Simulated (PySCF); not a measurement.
The numbers are results of B3LYP-D3(BJ)/def2-TZVP // B3LYP-D3(BJ)/def2-SVP run with PySCF 2.14.0, not measurements. All species are isolated molecules in the gas phase. One relaxed conformer stands for a flexible species; it need not be the lowest. B3LYP has the VWN-RPA correlation part, as in Gaussian. 

Reference species (SMILES): `C([Si](CC)(CC)CC)C` (neutral, multiplicity 1).

```json
{
 "HOMO": "-7.47 eV",
 "HOMO–LUMO gap": "8.08 eV"
}
```

Changed species: `CC[Si](O)(O)O` (1 of 4 OH replaced by C2H5; the reference has 4 of 4 OH replaced by C2H5).

Give the shifts of the HOMO and HOMO–LUMO gap.

the HOMO falls by 0.67 eV, to -8.14 eV; the HOMO–LUMO gap rises by 0.18 eV, to 8.26 eV.
